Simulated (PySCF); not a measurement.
`C#C[SiH2][BH2-][NH3+]`. Method used: PBE0-D3(BJ)/def2-SVP geometry optimisation, gas phase (PySCF).

```
atom  x, y, z in Å
C1     2.1094   -1.3805   -0.6147
C2     1.6981   -0.2897   -0.2488
Si3    0.7947    1.2529    0.2946
B4    -1.0862    0.5885    0.6694
N5    -1.3421   -0.6475   -0.3470
H6     2.5349   -2.3161   -0.9332
H7     0.9967    2.2213   -0.8373
H8     1.5386    1.8116    1.4672
H9    -1.9653    1.4144    0.4849
H10   -1.1079    0.1133    1.7951
H11   -2.1345   -1.2190   -0.0522
H12   -0.5033   -1.2427   -0.3912
H13   -1.5283   -0.3260   -1.2982
```

What is the repulsion energy of the bare nuclei, Σ ZA·ZB/RAB?

196.81 Eh over 78 pairs, with full nuclear charges and distances in bohr; the largest single term is 23.79 Eh (C2 with Si3).

Which two atoms are farthest apart?

H6···H9, 6.01 Å; the next longest distance is 5.16 Å.

Give the dihedral angles C2–Si3–B4–N5, Si3–B4–N5–H13, H8–Si3–B4–H10, H9–B4–N5–H13, Si3–B4–N5–H11, C2–Si3–B4–H9.

C2–Si3–B4–N5 -31° (synclinal); Si3–B4–N5–H13 -76° (synclinal); H8–Si3–B4–H10 -34° (synclinal); H9–B4–N5–H13 47° (synclinal); Si3–B4–N5–H11 163° (antiperiplanar); C2–Si3–B4–H9 -150°. Dihedral signs follow IUPAC: positive where, seen along the central bond, the front bond turns clockwise onto the rear one.

Work out the bond lengths C1≡C2, Si3–B4, Si3–H7, Si3–H8, B4–N5, B4–H9, N5–H11, N5–H12 in bohr.

For C1≡C2 the difference vector is (-0.4113, 1.0908, 0.3659) Å, of length 1.2218 Å. 1 bohr = 0.529177 Å. C1≡C2 2.309; Si3–B4 3.836; Si3–H7 2.841; Si3–H8 2.829; B4–N5 3.062; B4–H9 2.306; N5–H11 1.928; N5–H12 1.945 bohr.

How far apart are these pairs, which share no bond: C1···N5, C2···H10, Si3···H11, B4···H11, B4···H12, H8···H9, H8···H11?

C1···N5 3.539 Å (4 bonds apart); C2···H10 3.495 Å (3 bonds apart); Si3···H11 3.848 Å (3 bonds apart); B4···H11 2.211 Å (2 bonds apart); B4···H12 2.195 Å (2 bonds apart); H8···H9 3.661 Å (3 bonds apart); H8···H11 4.998 Å (4 bonds apart).

Where is the centre of mass (commonest isotopes), and what is the radius of gyration?

Mass 85.052 u; centre at (0.411, 0.151, 0.007) Å; Rg = √(Σ m r²/M) = 1.780 Å. As Ia + Ib + Ic = 2 Σ m r², the three principal moments sum to 539.0 u·Å².

What are the angles C2–Si3–H8, B4–Si3–H7, Si3–B4–N5, N5–B4–H9, H12–N5–H13, B4–N5–H13?

From the scalar product of the two bond vectors; for C2–Si3–H8 it is -0.8270 Å² over 1.8684 × 1.4968 Å², cos θ = -0.2957. C2–Si3–H8 107.2°; B4–Si3–H7 118.3°; Si3–B4–N5 106.3°; N5–B4–H9 107.9°; H12–N5–H13 106.9°; B4–N5–H13 111.9°.

Write the matrix of distances between heavy atoms (Å, lower triangle).

```
C1    0.000
C2    1.222  0.000
Si3   3.081  1.868  0.000
B4    3.967  3.060  2.030  0.000
N5    3.539  3.063  2.931  1.621  0.000
```

Stationary, but not proved a minimum. The numbers are those of one conformer.

Hardware: Arm Neoverse V1, one thread, no GPU, shared host. Cost: 37 s wall, 0.46 GiB resident at most. That covers the optimisation of the geometry.
